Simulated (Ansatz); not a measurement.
Basis-set extrapolation for `O=CC(F)(F)[SiH3]` (PBE0-D4/def2-TZVP geometry, frozen core, Ansatz). Multiplicity 1, RHF reference.

|  | def2-TZVPP | def2-QZVPP |
| --- | --- | --- |
| HF | -640.864589 | -640.888898 |
| MP2 correlation | -1.161727 | -1.258877 |
| CCSD(T) correlation | -1.236976 | not run |

Energies in hartree. Use E(X) = E(∞) + A·exp(−7.88·√X) for Hartree–Fock and E(X) = E(∞) + B·X^(−2.97) for correlation, with X = 3 and 4, and add CCSD(T) minus MP2 of the smaller set to the MP2 limit.

Question: What is the CCSD(T) energy at the basis-set limit?

Answer: HF limit: -640.888898 + (-0.024309) × 0.13774 = -640.89225. MP2 limit: -1.258877 + (-0.097150) × 0.74074 = -1.33084. Higher-order term: -1.236976 − (-1.161727) = -0.07525. Total: -642.29834 hartree, 516.6 kJ/mol below CCSD(T)/def2-TZVPP.
